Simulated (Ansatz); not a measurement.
Basis-set extrapolation for `CC[SiH2]CS` (PBE0-D4/def2-TZVP geometry, frozen core, Ansatz 0.2.0). Multiplicity 1, RHF reference.

```tsv
	def2-TZVPP	def2-QZVPP
HF	-805.963421	-805.989543
MP2 correlation	-0.839264	-0.897452
CCSD(T) correlation	-0.946644	not run
```

Energies in hartree. Use E(X) = E(∞) + A·exp(−7.88·√X) for Hartree–Fock and E(X) = E(∞) + B·X^(−2.97) for correlation, with X = 3 and 4, and add CCSD(T) minus MP2 of the smaller set to the MP2 limit.

**Question.** What is the CCSD(T) energy at the basis-set limit?

**Answer.** HF limit: -805.989543 + (-0.026122) × 0.13774 = -805.99314. MP2 limit: -0.897452 + (-0.058188) × 0.74074 = -0.94055. Higher-order term: -0.946644 − (-0.839264) = -0.10738. Total: -807.04107 hartree, 344.0 kJ/mol below CCSD(T)/def2-TZVPP.
